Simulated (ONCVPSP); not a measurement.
Potentials for mercury (Hg) compared

Generated with ld1.x 7.5 (TM, RRKJ, ultrasoft, PAW), atompaw 4.2 or ONCVPSP 4.0.1. The cutoff is in Ry: for ld1.x and atompaw files where the sum of valence levels is converged to 10 mRy in a Bessel basis, for ONCV files where the hardest occupied wave has 1 mHa per electron of residual kinetic energy. The error is the largest all-electron minus pseudo excitation energy over each file’s own four to seven test configurations (ionisations up to +4, promotions, holes and added fractions of an electron), all of which were solved. The labels leave out finer settings (local radius, basis sizes, second energies), which also bear on the numbers. Spin-polarised tests are not counted. The rows are a selection from randomly drawn settings: files with unsolved tests, undetermined cutoffs or missed reference levels are left out.

A true bound ghost makes a file unfit for plane-wave use even where its test errors are small: the radial tests pick states by their node count and pass the ghost by.

```tsv
potential	cutoff (Ry)	largest error (meV)	bound ghosts
ONCV, PBE, scalar-relativistic, rc 1.45/1.75/1.50 (spd), local smoothed, core correction yes, reference 5s2 5p6 5d10 6s1 6p1, qcut 6.5/9.1/6, projectors 2/2/1	55	-14	none
ONCV, PBE, scalar-relativistic, rc 1.75/1.60/2.05/2.25 (spdf), local smoothed, core correction yes, reference 5s2 5p6 5d10 6s1.5, qcut 7.5/10.7/7.3/5.2, projectors 2/1/2/1	66	-778	none
ONCV, LDA (Perdew-Zunger), non-relativistic, rc 2.65/2.15/2.20 (spd), local smoothed, core correction yes, reference 5d10 6s2, qcut 2.6/3.1/7, projectors 2/2/2	36	-299	none
ONCV, BLYP, fully relativistic, rc 1.55/1.45/1.60/0.95 (spdf), local smoothed, core correction no, reference 4f14 5s2 5p6 5d10 6s2, qcut 6.5/11.7/9.9/21.2, projectors 2/3/2/3	354	-498	none
ONCV, PBE, scalar-relativistic, rc 1.40/1.70/2.05 (spd), local smoothed, core correction yes, reference 5s2 5p6 5d10 6s2, qcut 10.5/8.5/8.9, projectors 2/3/3	73	-18	none
ONCV, BLYP, scalar-relativistic, rc 1.40/1.70/1.75 (spd), local smoothed, core correction no, reference 5s2 5p6 5d10 6s2, qcut 10.2/7/9.2, projectors 2/1/2	71	-154	none
```

(1) Fill in the row for Hg: ONCV, LDA (Perdew-Wang 92), scalar-relativistic, rc 1.60/1.10/1.85 (spd), local smoothed, core correction no, reference 5s2 5p6 5d10 6s1, qcut 7.6/6.9/8.3, projectors 3/2/1.

## Answers

(1) cutoff 394 Ry, largest error -11 meV, bound ghosts: s.
